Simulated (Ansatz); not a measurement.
Problem. Name a neutral molecule of C, Cl, F, Ge and H with HOMO energy (PBE/def2-TZVPP) between -7.95 and -7.65 eV and LUMO energy (PBE/def2-TZVPP) between -2.20 and -1.90 eV (Ansatz, PBE0-D4/def2-TZVP geometry).

Solution. `C#[C][Ge]([F])([Cl])[Cl]` (-7.92 eV, -2.17 eV). Other molecules can fit too; these were computed, each in one conformer that needn't be the lowest.
